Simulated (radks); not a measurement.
Values are calculated unless marked as measured or tabulated.
Initial-state core-level shifts of neutral tellurium when its valence configuration changes from [Kr] 4d10 5s2 5p4. Level of theory: Dirac Kohn-Sham, PBEsol, spin-unpolarised, spherical densities, finite nucleus; open shells are shared between the two j in proportion to 2j + 1; Fermi nuclear charge, rms radius 4.7423 fm (a radial shooting solver on a logarithmic mesh with Libxc functionals). Shifts are changes of the shell-averaged eigenvalues in eV (positive: less bound); the change of the density at the nucleus, which sets a Mossbauer isomer shift, is in e/bohr^3, on a base of 2.276e+05.

| valence | 2s | 3d | 4s | 4p | density at nucleus |
|---|---|---|---|---|---|
| 4d9 5s2 5p5 | -9.234 | -8.871 | -7.341 | -7.017 | +25.49 |
| 4d10 5s1 5p5 | -1.406 | -1.422 | -1.405 | -1.395 | -57.95 |
| 4d9.5 5s1 5p5.5 | -5.947 | -5.790 | -5.032 | -4.861 | -48.73 |
| 4d9.5 5s2 5p4.5 | -4.579 | -4.407 | -3.671 | -3.511 | +12.60 |
| 4d8 5s2 5p6 | -18.773 | -17.973 | -14.680 | -14.016 | +52.08 |
| 4d9 5s1 5p6 | -10.568 | -10.220 | -8.663 | -8.326 | -39.20 |
